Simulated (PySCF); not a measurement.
C2H6Cl2FGeN, singlet, at a GFN2-xTB geometry, with bond 7-4 at 1.4 times its length; CASSCF(6,8)/STO-3G run with PySCF.

PySCF was given this input:
```python
from pyscf import gto, scf, mcscf
import numpy

mol = gto.Mole()
mol.atom = '''
    C    -2.26651330    1.21322078    0.52634304
    N    -1.59455394    0.08906291   -0.10276147
    C    -2.29163116   -1.16309606    0.12583514
    Ge    0.25371552    0.10137871   -0.10972661
    F     0.57338996    1.65816281   -0.88382576
    Cl    1.02670042   -1.36761438   -1.38799431
    Cl    1.75625587    0.29691009    2.45934909
    H    -3.26281786    1.30795581    0.09056751
    H    -1.70907608    2.12572506    0.32189089
    H    -2.36790927    1.08834737    1.61056944
    H    -3.28121839   -1.09701048   -0.33102872
    H    -2.41516510   -1.38718354    1.19164665
    H    -1.74467941   -1.97791028   -0.34636464
'''
mol.basis = 'sto-3g'
mol.verbose = 4
mol.build()

mf = scf.RHF(mol)
mf.kernel()
mc = mcscf.CASSCF(mf, 8, 6)
mc.fix_spin_(ss=0.0)
mc.kernel()
occ = numpy.linalg.eigvalsh(mc.fcisolver.make_rdm1(mc.ci, mc.ncas, mc.nelecas))[::-1]
ss = mc.fcisolver.spin_square(mc.ci, mc.ncas, mc.nelecas)[0]
print('natural occupations', occ.round(4), ' <S^2>', round(ss, 4))
```

What the program printed (banner, timings and long lists left out):

```
PySCF version 2.14.0

[INPUT] verbose = 4
[INPUT] num. atoms = 13
[INPUT] num. electrons = 100
[INPUT] charge = 0
[INPUT] spin (= nelec alpha-beta = 2S) = 0
[INPUT] symmetry False subgroup None
[INPUT] Mole.unit = angstrom
[INPUT] Symbol           X                Y                Z      unit          X                Y                Z       unit  Magmom
[...]
nuclear repulsion = 788.863237013568
number of shells = 36
number of NR pGTOs = 186
number of NR cGTOs = 62
basis = sto-3g
ecp = {}

******** <class 'pyscf.scf.hf.RHF'> ********
method = RHF
initial guess = minao
damping factor = 0
level_shift factor = 0
DIIS = <class 'pyscf.scf.diis.CDIIS'>
diis_start_cycle = 1
diis_space = 8
diis_damp = 0
SCF conv_tol = 1e-09
SCF conv_tol_grad = None
SCF max_cycles = 50
direct_scf = True
direct_scf_tol = 1e-13
Set gradient conv threshold to 3.16228e-05
Initial guess from minao.
init E= -3187.99386155566
[...]
cycle= 1 E= -3190.71080401484  delta_E= -2.72  |g|= 0.658  |ddm|= 4.24
[...]
cycle= 2 E= -3190.93583152842  delta_E= -0.225  |g|= 0.507  |ddm|= 2.34
[...]
cycle= 3 E= -3191.02167934317  delta_E= -0.0858  |g|= 0.0976  |ddm|= 0.747
[...]
cycle= 4 E= -3191.0303922396  delta_E= -0.00871  |g|= 0.0448  |ddm|= 0.312
[...]
cycle= 5 E= -3191.03233616357  delta_E= -0.00194  |g|= 0.0146  |ddm|= 0.158
[...]
cycle= 6 E= -3191.03268142658  delta_E= -0.000345  |g|= 0.0047  |ddm|= 0.0863
[...]
cycle= 7 E= -3191.03270723428  delta_E= -2.58e-05  |g|= 0.00106  |ddm|= 0.0244
[...]
cycle= 8 E= -3191.0327083411  delta_E= -1.11e-06  |g|= 0.000306  |ddm|= 0.0041
[...]
cycle= 9 E= -3191.03270846491  delta_E= -1.24e-07  |g|= 8.82e-05  |ddm|= 0.00152
[...]
cycle= 10 E= -3191.03270847537  delta_E= -1.05e-08  |g|= 3.17e-05  |ddm|= 0.000388
[...]
cycle= 11 E= -3191.03270847671  delta_E= -1.34e-09  |g|= 1.2e-05  |ddm|= 0.000142
[...]
cycle= 12 E= -3191.03270847691  delta_E= -1.99e-10  |g|= 3.62e-06  |ddm|= 6.18e-05
[...]
Extra cycle  E= -3191.03270847694  delta_E= -3.64e-11  |g|= 2.13e-06  |ddm|= 1.42e-05
converged SCF energy = -3191.03270847694

******** <class 'pyscf.mcscf.mc1step.CASSCF'> ********
CAS (3e+3e, 8o), ncore = 47, nvir = 7
max_cycle_macro = 50
max_cycle_micro = 4
conv_tol = 1e-07
conv_tol_grad = None
orbital rotation max_stepsize = 0.02
orbital rotation threshold for CI restart = 0.01
augmented hessian ah_max_cycle = 30
augmented hessian ah_conv_tol = 1e-12
augmented hessian ah_linear dependence = 1e-14
augmented hessian ah_level shift = 1e-08
augmented hessian ah_start_tol = 2.5
augmented hessian ah_start_cycle = 3
augmented hessian ah_grad_trust_region = 3
kf_trust_region = 3
kf_interval = 4
ci_response_space = 4
ci_grad_trust_region = 3
with_dep4 0
natorb = False
canonicalization = True
sorting_mo_energy = False
ao2mo_level = 2
internal_rotation = False
******** <class 'pyscf.fci.addons.SpinPenaltyFCISolver'> ********
max. cycles = 50
conv_tol = 1e-08
davidson only = True
linear dependence = 1e-12
level shift = 0.001
max iter space = 12
nroots = 1
pspace_size = 400
spin = None
CASCI E = -3191.05516740112  S^2 = 0.0000000
Set conv_tol_grad to 0.000316228
macro iter   1 ( 21 JK    4 micro), CASSCF E = -3191.06354176298  dE = -8.37436186e-03  S^2 = 0.0000000
               |grad[o]|=0.0408  |grad[c]|=0.0193  |ddm|=0.0818  |maxRot[o]|=0.132
macro iter   2 ( 21 JK    4 micro), CASSCF E = -3191.06577891994  dE = -2.23715696e-03  S^2 = 0.0000000
               |grad[o]|=0.0175  |grad[c]|=0.0199  |ddm|=0.0246  |maxRot[o]|=0.242
macro iter   3 ( 12 JK    3 micro), CASSCF E = -3191.06705928398  dE = -1.28036404e-03  S^2 = 0.0000000
               |grad[o]|=0.00999  |grad[c]|=0.0335  |ddm|=0.015  |maxRot[o]|=0.127
macro iter   4 ( 12 JK    3 micro), CASSCF E = -3191.06844775661  dE = -1.38847263e-03  S^2 = 0.0000000
               |grad[o]|=0.00788  |grad[c]|=0.023  |ddm|=0.00702  |maxRot[o]|=0.115
macro iter   5 ( 12 JK    3 micro), CASSCF E = -3191.07143172469  dE = -2.98396808e-03  S^2 = 0.0000000
               |grad[o]|=0.00721  |grad[c]|=0.00877  |ddm|=0.0367  |maxRot[o]|=0.148
macro iter   6 ( 21 JK    4 micro), CASSCF E = -3191.07693695005  dE = -5.50522536e-03  S^2 = 0.0000000
               |grad[o]|=0.00997  |grad[c]|=0.0131  |ddm|=0.0411  |maxRot[o]|= 0.22
macro iter   7 ( 12 JK    3 micro), CASSCF E = -3191.07886658270  dE = -1.92963265e-03  S^2 = 0.0000000
               |grad[o]|=0.0121  |grad[c]|=0.00283  |ddm|=0.00907  |maxRot[o]|=0.075
macro iter   8 ( 12 JK    3 micro), CASSCF E = -3191.07995313644  dE = -1.08655374e-03  S^2 = 0.0000000
               |grad[o]|=0.0113  |grad[c]|=0.00368  |ddm|=0.00868  |maxRot[o]|=0.0727
macro iter   9 ( 21 JK    4 micro), CASSCF E = -3191.08307310925  dE = -3.11997282e-03  S^2 = 0.0000000
               |grad[o]|=0.0106  |grad[c]|=0.00472  |ddm|=0.00385  |maxRot[o]|=0.125
macro iter  10 ( 21 JK    4 micro), CASSCF E = -3191.08406604209  dE = -9.92932835e-04  S^2 = 0.0000000
               |grad[o]|=0.00999  |grad[c]|=0.0172  |ddm|=0.00831  |maxRot[o]|=0.0321
macro iter  11 ( 21 JK    4 micro), CASSCF E = -3191.08717891439  dE = -3.11287231e-03  S^2 = 0.0000000
               |grad[o]|=0.00947  |grad[c]|=0.00447  |ddm|=0.00331  |maxRot[o]|=0.0919
macro iter  12 ( 17 JK    4 micro), CASSCF E = -3191.08935130992  dE = -2.17239553e-03  S^2 = 0.0000000
               |grad[o]|=0.00838  |grad[c]|=0.0132  |ddm|=0.0126  |maxRot[o]|=0.0719
macro iter  13 ( 21 JK    4 micro), CASSCF E = -3191.08935828431  dE = -6.97438873e-06  S^2 = 0.0000000
               |grad[o]|=0.00635  |grad[c]|=0.00851  |ddm|=0.00682  |maxRot[o]|= 0.15
macro iter  14 ( 21 JK    4 micro), CASSCF E = -3191.08940524149  dE = -4.69571728e-05  S^2 = 0.0000000
               |grad[o]|=0.00569  |grad[c]|=0.00889  |ddm|=0.00724  |maxRot[o]|=0.138
macro iter  15 ( 21 JK    4 micro), CASSCF E = -3191.08953650870  dE = -1.31267218e-04  S^2 = 0.0000000
               |grad[o]|=0.00553  |grad[c]|=0.00929  |ddm|=0.00823  |maxRot[o]|=0.119
[...]
               |grad[o]|=0.00189  |grad[c]|=0.00225  |ddm|=0.00115  |maxRot[o]|=0.0317
macro iter  23 ( 11 JK    3 micro), CASSCF E = -3191.09158422007  dE = -4.76787955e-05  S^2 = 0.0000000
               |grad[o]|=0.000879  |grad[c]|=0.000927  |ddm|=0.00155  |maxRot[o]|=0.0295
macro iter  24 ( 11 JK    3 micro), CASSCF E = -3191.09190781448  dE = -3.23594419e-04  S^2 = 0.0000000
               |grad[o]|=0.000792  |grad[c]|=0.00305  |ddm|=0.0093  |maxRot[o]|=0.0683
macro iter  25 (  7 JK    2 micro), CASSCF E = -3191.09266745864  dE = -7.59644153e-04  S^2 = 0.0000000
               |grad[o]|=0.0033  |grad[c]|=0.00355  |ddm|=0.009  |maxRot[o]|=0.0601
macro iter  26 ( 21 JK    4 micro), CASSCF E = -3191.09677352636  dE = -4.10606772e-03  S^2 = 0.0000000
               |grad[o]|=0.00614  |grad[c]|=0.0389  |ddm|=0.0723  |maxRot[o]|=0.162
macro iter  27 ( 21 JK    4 micro), CASSCF E = -3191.10205745458  dE = -5.28392822e-03  S^2 = 0.0000000
               |grad[o]|=0.014  |grad[c]|=0.0367  |ddm|=0.0163  |maxRot[o]|=0.143
macro iter  28 ( 21 JK    4 micro), CASSCF E = -3191.10266496436  dE = -6.07509785e-04  S^2 = 0.0000000
               |grad[o]|=0.0113  |grad[c]|=0.0159  |ddm|=0.0106  |maxRot[o]|=0.0483
macro iter  29 ( 21 JK    4 micro), CASSCF E = -3191.10271371970  dE = -4.87553339e-05  S^2 = 0.0000000
               |grad[o]|=0.00731  |grad[c]|=0.0158  |ddm|=0.00737  |maxRot[o]|=0.0207
macro iter  30 ( 21 JK    4 micro), CASSCF E = -3191.10257125982  dE =  1.42459872e-04  S^2 = 0.0000000
               |grad[o]|=0.00709  |grad[c]|=0.0158  |ddm|=0.0058  |maxRot[o]|=0.0205
macro iter  31 ( 17 JK    4 micro), CASSCF E = -3191.10413474472  dE = -1.56348490e-03  S^2 = 0.0000000
               |grad[o]|=0.00708  |grad[c]|=0.0072  |ddm|=0.00795  |maxRot[o]|=0.0685
macro iter  32 ( 18 JK    4 micro), CASSCF E = -3191.10451521605  dE = -3.80471332e-04  S^2 = 0.0000000
               |grad[o]|=0.00513  |grad[c]|=0.00459  |ddm|=0.00713  |maxRot[o]|=0.0298
macro iter  33 ( 21 JK    4 micro), CASSCF E = -3191.10447678694  dE =  3.84291179e-05  S^2 = 0.0000000
               |grad[o]|=0.00464  |grad[c]|=0.00909  |ddm|=0.00321  |maxRot[o]|=0.0184
macro iter  34 ( 19 JK    4 micro), CASSCF E = -3191.10488765520  dE = -4.10868264e-04  S^2 = 0.0000000
               |grad[o]|=0.00462  |grad[c]|=0.00312  |ddm|=0.00378  |maxRot[o]|=0.0266
macro iter  35 ( 19 JK    4 micro), CASSCF E = -3191.10503120246  dE = -1.43547261e-04  S^2 = 0.0000000
               |grad[o]|=0.00354  |grad[c]|=0.00428  |ddm|=0.00345  |maxRot[o]|=0.0131
macro iter  36 ( 17 JK    4 micro), CASSCF E = -3191.10503706099  dE = -5.85853195e-06  S^2 = 0.0000000
               |grad[o]|=0.00309  |grad[c]|=0.00512  |ddm|=0.00251  |maxRot[o]|=0.00561
macro iter  37 ( 16 JK    4 micro), CASSCF E = -3191.10521977599  dE = -1.82714995e-04  S^2 = 0.0000000
               |grad[o]|=0.00316  |grad[c]|=0.00575  |ddm|=0.00155  |maxRot[o]|=0.0186
macro iter  38 ( 13 JK    4 micro), CASSCF E = -3191.10522439964  dE = -4.62365097e-06  S^2 = 0.0000000
               |grad[o]|=0.00232  |grad[c]|=0.0039  |ddm|=0.002  |maxRot[o]|=0.00539
macro iter  39 ( 13 JK    4 micro), CASSCF E = -3191.10523321354  dE = -8.81389633e-06  S^2 = 0.0000000
               |grad[o]|=0.00236  |grad[c]|=0.00384  |ddm|=0.0017  |maxRot[o]|=0.00213
macro iter  40 ( 13 JK    4 micro), CASSCF E = -3191.10523671971  dE = -3.50617938e-06  S^2 = 0.0000000
               |grad[o]|=0.00233  |grad[c]|=0.00374  |ddm|=0.00164  |maxRot[o]|=0.00152
macro iter  41 ( 13 JK    4 micro), CASSCF E = -3191.10523753189  dE = -8.12171947e-07  S^2 = 0.0000000
               |grad[o]|=0.00233  |grad[c]|=0.00371  |ddm|=0.00161  |maxRot[o]|=0.00102
macro iter  42 ( 13 JK    4 micro), CASSCF E = -3191.10523874110  dE = -1.20921231e-06  S^2 = 0.0000000
               |grad[o]|=0.00233  |grad[c]|=0.00367  |ddm|=0.00158  |maxRot[o]|=0.000813
macro iter  43 ( 13 JK    4 micro), CASSCF E = -3191.10523929731  dE = -5.56208306e-07  S^2 = 0.0000000
               |grad[o]|=0.00233  |grad[c]|=0.00364  |ddm|=0.00156  |maxRot[o]|=0.000686
macro iter  44 ( 13 JK    4 micro), CASSCF E = -3191.10523965663  dE = -3.59322257e-07  S^2 = 0.0000000
               |grad[o]|=0.00233  |grad[c]|=0.00361  |ddm|=0.00155  |maxRot[o]|=0.000606
macro iter  45 ( 13 JK    4 micro), CASSCF E = -3191.10524001741  dE = -3.60785180e-07  S^2 = 0.0000000
               |grad[o]|=0.00233  |grad[c]|=0.0036  |ddm|=0.00154  |maxRot[o]|=0.000528
macro iter  46 ( 13 JK    4 micro), CASSCF E = -3191.10524033696  dE = -3.19550509e-07  S^2 = 0.0000000
               |grad[o]|=0.00232  |grad[c]|=0.00358  |ddm|=0.00153  |maxRot[o]|=0.000473
macro iter  47 ( 13 JK    4 micro), CASSCF E = -3191.10524064407  dE = -3.07101345e-07  S^2 = 0.0000000
               |grad[o]|=0.00232  |grad[c]|=0.00357  |ddm|=0.00152  |maxRot[o]|=0.00042
macro iter  48 ( 13 JK    4 micro), CASSCF E = -3191.10524093704  dE = -2.92977802e-07  S^2 = 0.0000000
               |grad[o]|=0.00232  |grad[c]|=0.00356  |ddm|=0.00151  |maxRot[o]|=0.000376
macro iter  49 ( 13 JK    4 micro), CASSCF E = -3191.10524121989  dE = -2.82842393e-07  S^2 = 0.0000000
               |grad[o]|=0.00232  |grad[c]|=0.00355  |ddm|=0.00151  |maxRot[o]|=0.000338
macro iter  50 ( 13 JK    4 micro), CASSCF E = -3191.10524149540  dE = -2.75510047e-07  S^2 = 0.0000000
               |grad[o]|=0.00232  |grad[c]|=0.00354  |ddm|=0.00151  |maxRot[o]|=0.000312
1-step CASSCF not converged,  50 macro (820 JK 189 micro) steps
CASSCF canonicalization
Density matrix diagonal elements [1.96004366e+00 1.96737932e+00 1.83125891e+00 1.81386846e-01
 4.62602623e-03 3.26010582e-02 2.19987205e-02 7.05464364e-04]
CASSCF energy = -3191.10524149540
CASCI E = -3191.10524149540  E(CI) = -6.99875560070359  S^2 = 0.0000000
natural occupations [1.9729e+00 1.9575e+00 1.8376e+00 1.7460e-01 3.4900e-02 1.9800e-02
 2.2000e-03 4.0000e-04]  <S^2> 0.0
```

The run did not converge; its last values are not results.
